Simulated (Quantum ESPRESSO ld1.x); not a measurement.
Results of a calculation; reference values are marked as such.
Mean orbital radii <r> (bohr) of the neodymium ion Nd2+, [Xe] 4f4, at several levels of relativity; Dirac values are averaged over j with weights 2j + 1. Spin-unpolarised spherical Kohn-Sham, PW91, point nucleus, ld1.x of Quantum ESPRESSO 7.5. A level marked "c x" has the speed of light scaled by that factor and shares open shells by 2j + 1; other Dirac levels either fill j = l - 1/2 first or share by 2j + 1.

| shell | non-rel. | Dirac, c x 2 | Dirac, c x 10 | Dirac, c x 100 | change of magnitude, last against first (%) |
|---|---|---|---|---|---|
| 1s | 0.02530 | 0.02490 | 0.02528 | 0.02530 | 0.00 |
| 2s | 0.1081 | 0.1063 | 0.1080 | 0.1081 | 0.00 |
| 2p | 0.09180 | 0.09099 | 0.09177 | 0.09180 | 0.00 |
| 3s | 0.2816 | 0.2778 | 0.2814 | 0.2816 | 0.00 |
| 3p | 0.2714 | 0.2695 | 0.2713 | 0.2713 | 0.00 |
| 3d | 0.2425 | 0.2423 | 0.2424 | 0.2424 | 0.00 |
| 4s | 0.6397 | 0.6319 | 0.6394 | 0.6397 | 0.00 |
| 4p | 0.6579 | 0.6541 | 0.6578 | 0.6579 | 0.00 |
| 4d | 0.7061 | 0.7064 | 0.7061 | 0.7061 | 0.00 |
| 5s | 1.553 | 1.533 | 1.552 | 1.553 | 0.00 |
| 5p | 1.748 | 1.740 | 1.748 | 1.748 | 0.00 |
| 4f | 1.016 | 1.032 | 1.017 | 1.016 | 0.00 |
